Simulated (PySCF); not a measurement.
# Spin-rotation constants: `C=COC[C@@H](C)F`, C5H9FO

Geometry:
| atom | x (Å) | y (Å) | z (Å) |
| --- | --- | --- | --- |
| C1 | 1.721 | 0.936 | 1.762 |
| C2 | 1.714 | -0.098 | 0.937 |
| O3 | 0.902 | -0.372 | -0.113 |
| C4 | -0.250 | 0.413 | -0.335 |
| C5 | -1.421 | -0.526 | -0.646 |
| C6 | -1.853 | -1.337 | 0.562 |
| F7 | -2.480 | 0.253 | -1.079 |
| H8 | 1.032 | 1.759 | 1.703 |
| H9 | 2.452 | 0.985 | 2.546 |
| H10 | 2.446 | -0.891 | 1.020 |
| H11 | -0.082 | 1.086 | -1.185 |
| H12 | -0.506 | 1.013 | 0.544 |
| H13 | -1.159 | -1.179 | -1.487 |
| H14 | -2.168 | -0.673 | 1.364 |
| H15 | -2.683 | -1.987 | 0.299 |
| H16 | -1.018 | -1.942 | 0.904 |

Method used: GIAO PBE/pcSseg-1 magnetisability, rotational g tensor and spin-rotation constants, non-relativistic, gas phase in PySCF. Geometry: GFN2-xTB, dihedral held. The dihedral C5–C4–O3–C2 is held at 225°.

Task: Give the nuclear spin-rotation constants along the inertial axes (H = +C I·J) beside the isotropic shieldings.

Result: Rotational constants 5.5895, 1.3305, 1.2610 GHz. A star marks the isotopologue with that one atom substituted, in its own axes.
```tsv
atom	isotope	Caa (kHz)	Cbb (kHz)	Ccc (kHz)	mean (kHz)	σ (ppm)
F7	19F	3.444	0.540	0.793	1.592	375.9
H8	1H	-0.343	-0.074	-0.040	-0.152	27.5
H9	1H	0.306	-0.140	-0.124	0.014	27.5
H10	1H	-0.228	-0.046	-0.037	-0.104	25.0
H11	1H	-0.540	0.065	-0.126	-0.201	27.4
H12	1H	-0.510	-0.155	0.066	-0.199	27.7
H13	1H	-0.493	-0.138	0.078	-0.184	26.6
H14	1H	-0.672	-0.145	0.031	-0.262	30.7
H15	1H	-0.005	-0.103	-0.146	-0.085	30.1
H16	1H	-0.227	-0.083	-0.121	-0.143	30.2
C1	13C*	1.968	0.241	0.263	0.824	98.6
C2	13C*	2.494	0.420	0.392	1.102	25.5
O3	17O*	-1.009	-0.183	-0.232	-0.475	192.0
C4	13C*	1.198	0.314	0.307	0.606	109.5
C5	13C*	1.356	0.362	0.351	0.690	87.3
C6	13C*	0.935	0.185	0.189	0.436	161.4
```
For the geometry as given, no vibrational averaging.
